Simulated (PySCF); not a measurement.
C₅H₆OSi, SMILES C#C[Si](C)(O)C#C. Atoms are numbered in the order given.

```xyz
13

C     -0.1761     1.4416     2.4634
C     -0.0777     0.7367     1.4760
Si     0.0677    -0.3520     0.0000
C     -1.2431    -1.6603     0.0000
O      1.5375    -1.1277     0.0000
C     -0.0777     0.7367    -1.4760
C     -0.1761     1.4416    -2.4634
H     -0.2640     2.0664     3.3348
H     -1.1452    -2.2943     0.8939
H     -1.1452    -2.2943    -0.8939
H     -2.2443    -1.2045     0.0000
H      2.3189    -0.5669     0.0000
H     -0.2640     2.0664    -3.3348
```

Geometry optimised at PBE0-D3(BJ)/def2-SVP. The values are those of a single conformer.

Two levels are set side by side: PBE/pcSseg-1 (PySCF) and HF/pcSseg-1 (PySCF). GIAO shifts against H2O (¹⁷O), TMS (²⁹Si), TMS (¹H), TMS (¹³C) at the same level; non-relativistic, no solvent, atoms listed together averaged. Differences are taken from unrounded values.

| quantity | PBE |
|---|---|
| δ(¹³C) of C1, C7 (ppm) | 98.8 |
| δ(¹³C) of C2, C6 (ppm) | 90.0 |
| δ(²⁹Si) of Si3 (ppm) | -42.8 |
| δ(¹³C) of C4 (ppm) | 2.9 |
| δ(¹⁷O) of O5 (ppm) | 62.2 |
| δ(¹H) of H8, H13 (ppm) | 2.48 |
| δ(¹H) of H12 (ppm) | 1.57 |

Task: These are the PBE values. What does HF give? (An estimate is asked for; the answer gives what the named calculation found.)

Result: 
```json
[
 {"quantity": "δ(¹³C) of C1, C7 (ppm)", "HF": "108.4", "PBE minus HF": "-9.6"},
 {"quantity": "δ(¹³C) of C2, C6 (ppm)", "HF": "89.1", "PBE minus HF": "0.9"},
 {"quantity": "δ(²⁹Si) of Si3 (ppm)", "HF": "-38.6", "PBE minus HF": "-4.2"},
 {"quantity": "δ(¹³C) of C4 (ppm)", "HF": "2.5", "PBE minus HF": "0.4"},
 {"quantity": "δ(¹⁷O) of O5 (ppm)", "HF": "37.0", "PBE minus HF": "25.1"},
 {"quantity": "δ(¹H) of H8, H13 (ppm)", "HF": "3.04", "PBE minus HF": "-0.56"},
 {"quantity": "δ(¹H) of H12 (ppm)", "HF": "2.12", "PBE minus HF": "-0.55"}
]
```

Rough cost on one machine, each run with all the roots and properties that it gave: HF against PBE within a factor of 2.
